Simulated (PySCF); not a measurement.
# Molecular orbitals of CsK⁺

MN15 at R = 5.032 Å; PySCF, scalar-relativistic core potentials, basis sets Cs def2-SVP with ECP46, K def2-SVP. State: ²Σ⁺ (doublet), unpaired electrons σ ↑. Only the outer orbitals are listed, counted within each symmetry, core potentials removing the inner ones.

| spin | orbital | occ. | ε (eV) | on Cs (%) | main shells (%) |
| --- | --- | --- | --- | --- | --- |
| α | 5σ | 1 | -34.20 | 100 | 100 Cs s |
| α | 6σ | 1 | -26.07 | 0 | 100 K p |
| α | 2π | 1 | -26.04 | 0 | 100 K p |
| α | 2π | 1 | -26.04 | 0 | 100 K p |
| α | 7σ | 1 | -19.54 | 100 | 100 Cs p |
| α | 3π | 1 | -19.51 | 100 | 100 Cs p |
| α | 3π | 1 | -19.51 | 100 | 100 Cs p |
| α | 8σ | 1 | -6.24 | 32 | 62 K s, 32 Cs s |
| α | 9σ | 0 | -4.42 | 56 | 70 Cs s, 51 K s |
| α | 4π | 0 | -3.17 | 53 | 43 K p, 31 Cs p, 22 Cs d |
| α | 4π | 0 | -3.17 | 53 | 43 K p, 31 Cs p, 22 Cs d |
| β | 5σ | 1 | -34.16 | 100 | 100 Cs s |
| β | 2π | 1 | -25.99 | 0 | 100 K p |
| β | 2π | 1 | -25.99 | 0 | 100 K p |
| β | 6σ | 1 | -25.97 | 0 | 100 K p |
| β | 3π | 1 | -19.47 | 100 | 100 Cs p |
| β | 3π | 1 | -19.47 | 100 | 100 Cs p |
| β | 7σ | 1 | -19.44 | 100 | 100 Cs p |
| β | 8σ | 0 | -3.77 | 61 | 54 Cs s, 24 K s, 12 K p |
| β | 9σ | 0 | -2.47 | 53 | 46 Cs s, 45 K s |
| β | 4π | 0 | -1.63 | 90 | 53 Cs d, 37 Cs p |

Task: Which are the highest filled and the lowest empty level, where do they sit, and how wide is the gap?

Result: Highest filled α 8σ at -6.24 eV (in %: 62 K s, 32 Cs s); lowest empty α 9σ at -4.42 eV (in %: 70 Cs s, 51 K s); the gap at MN15 is 1.82 eV.

The bond order (Mayer) is 0.43 and the ⟨S²⟩ is 0.751. The charge on Cs (Mulliken, basis-dependent) is 0.68 and the charge on Cs (Löwdin, basis-dependent) is 0.54. The dipole moment (positive dipole points towards K; it is taken about the centre of mass and depends on that origin) is 4.12 D.

Spin–orbit coupling is left out. The state was picked by a PBE0 search and need not be the measured ground state.
